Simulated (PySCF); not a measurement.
B(Br)(vinyl)(OH) (C₂H₄BBrO), SMILES C=CB(O)Br. Atoms are numbered in the order given.

```xyz
9

B     -0.3117     0.5602     0.0000
Br     0.1911    -1.3179     0.0000
C      0.7905     1.6591     0.0000
C      0.4692     2.9606     0.0000
H      1.8474     1.3696     0.0000
H      1.2288     3.7509     0.0000
H     -0.5784     3.2832     0.0000
O     -1.6221     0.8853     0.0000
H     -2.2097     0.1206     0.0000
```

Geometry optimised at ωB97X-D3(BJ)/def2-SVP. Other conformers were not sampled.

Method: PBE/def2-TZVP run with PySCF.

Atomic charges (e):

```
atom  Löwdin  meta-Löwdin
----  ------  -----------
B1     -1.06         0.23
Br2     0.47        -0.12
C3     -0.15        -0.21
C4     -0.13        -0.19
H5      0.16         0.13
H6      0.12         0.13
H7      0.14         0.13
O8      0.24        -0.45
H9      0.21         0.36
```

Task: Give the Mayer and Wiberg (Löwdin basis) orders of the bonds. (The exact figures need the calculation; the answer reports its results.)

Result: 
| bond | Mayer | Wiberg |
|---|---|---|
| B1–Br2 | 1.22 | 1.97 |
| B1–C3 | 1.08 | 1.25 |
| C3–C4 | 1.86 | 2.09 |
| C3–H5 | 0.94 | 0.80 |
| C4–H6 | 0.94 | 0.89 |
| C4–H7 | 0.94 | 0.88 |
| B1–O8 | 1.42 | 2.04 |
| O8–H9 | 0.86 | 0.93 |
